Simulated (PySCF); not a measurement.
B(H)(SeH)2 (BH3Se2), SMILES [SeH]B[SeH]. Atoms are numbered in the order given.

```xyz
6

B      0.0000     0.0000    -0.8522
H      0.0000     0.0000    -2.0502
Se     0.0000     1.6718     0.1245
H      0.0000     2.5249    -1.0785
Se     0.0000    -1.6718     0.1245
H      0.0000    -2.5249    -1.0785
```
Charge 0, spin multiplicity 1.

Coordinates come from a B3LYP-D3(BJ)/def2-SVP optimisation. The structure was generated by enumeration, and PubChem lists no compound with its InChIKey, so it may never have been made. Other conformers were not sampled.

Two levels are set side by side: PBE/pcSseg-1 (PySCF) and KT2/pcSseg-1 (PySCF). GIAO shifts against BF3 (¹¹B), Me2Se (⁷⁷Se), TMS (¹H) at the same level; non-relativistic, no solvent, atoms listed together averaged. Differences are taken from unrounded values.

| quantity | KT2 |
|---|---|
| δ(¹¹B) of B1 (ppm) | 57.3 |
| δ(¹H) of H2 (ppm) | 8.27 |
| δ(⁷⁷Se) of Se3, Se5 (ppm) | 13.2 |
| δ(¹H) of H4, H6 (ppm) | 3.56 |

Question: What does PBE give, and how far is it from KT2? (Estimate from the structure and the level; the computed values follow.)

Answer: 
| quantity | PBE | PBE minus KT2 |
|---|---|---|
| δ(¹¹B) of B1 (ppm) | 61.7 | 4.4 |
| δ(¹H) of H2 (ppm) | 8.42 | 0.14 |
| δ(⁷⁷Se) of Se3, Se5 (ppm) | 20.7 | 7.5 |
| δ(¹H) of H4, H6 (ppm) | 3.64 | 0.08 |

Rough cost on one machine, each run with all the roots and properties that it gave: KT2 against PBE within a factor of 2.
